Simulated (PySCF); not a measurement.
Geometry (Å), atoms numbered from 1 in this order:
```xyz
4

B     0.0200    0.0341    0.0006
Cl    1.7604    0.0096    0.0270
Cl   -0.8268    1.5553   -0.0051
Br   -0.9536   -1.5990   -0.0225
```

Geometry: PBE0-D3(BJ)/def2-SVP; GIAO absolute shieldings from PySCF 2.14.0 with density-fitted response routines, gas phase, non-relativistic, averaged over equivalent atoms.

At B3LYP/pcSseg-1 (106 basis functions, 3.9 s wall time on 1 thread of an Arm Neoverse V2, shared host):
| atoms | σ (ppm) |
| --- | --- |
| B1 | 38.1 |
| Cl2/Cl3 | 611.9 |
| Br4 | 2004.1 |

Q: Estimate the result of repeating the calculation with PBE0/pcSseg-1.

A: 
```csv
atoms,σ at PBE0/pcSseg-1,change
B1,44.1,+6.0
Cl2/Cl3,621.9,+10.0
Br4,2035.7,+31.6
```

The largest change is at Br4 (bromine bonded to B). Cost: 106 basis functions, 5.1 s wall time on 1 thread of an Arm Neoverse V2, shared host.

Relativistic effects, spin–orbit coupling among them, are left out; they matter for Br and for the light atoms bonded to it.
